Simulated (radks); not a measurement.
Task: The mean radii <r> (bohr) of the occupied orbitals of an atom or ion are listed with their occupations. Method: scalar-relativistic Kohn-Sham, PBEsol, spin-polarised, spherical densities, point nucleus; computed with a radial shooting solver on a logarithmic mesh with Libxc functionals.

| orbital | occ. | <r> |
|---|---|---|
| 1s up | 1 | 0.01804 |
| 1s down | 1 | 0.01804 |
| 2s up | 1 | 0.07624 |
| 2s down | 1 | 0.07623 |
| 2p up | 3 | 0.06837 |
| 2p down | 3 | 0.06836 |
| 3s up | 1 | 0.1975 |
| 3s down | 1 | 0.1975 |
| 3p up | 3 | 0.1980 |
| 3p down | 3 | 0.1979 |
| 3d up | 5 | 0.1794 |
| 3d down | 5 | 0.1793 |
| 4s up | 1 | 0.4378 |
| 4s down | 1 | 0.4380 |
| 4p up | 3 | 0.4643 |
| 4p down | 3 | 0.4646 |
| 4d up | 5 | 0.4914 |
| 4d down | 5 | 0.4917 |
| 5s up | 1 | 0.9784 |
| 5s down | 1 | 0.9772 |
| 4f up | 7 | 0.5363 |
| 4f down | 4 | 0.5371 |
| 5p up | 3 | 1.104 |
| 5p down | 3 | 1.101 |
| 5d up | 3 | 1.395 |
| 6s up | 1 | 2.188 |
| 6p up | 3 | 2.553 |

Name the element and its charge. Open shells, if any, are filled with parallel spins first.

Result: Z = 75, rhenium, charge +3: Re3+ in [Xe] 4f11 5d3 6s1 6p3. The 1s radius gives Z: for a bare nucleus <r> = (2 gamma + 1)/(2Z) with gamma = sqrt(1 - (Z/c)^2), 0.01783 bohr for Z = 75, and screening makes it slightly larger (0.01804 here). The occupations add up to 72, and the charge is Z minus that.
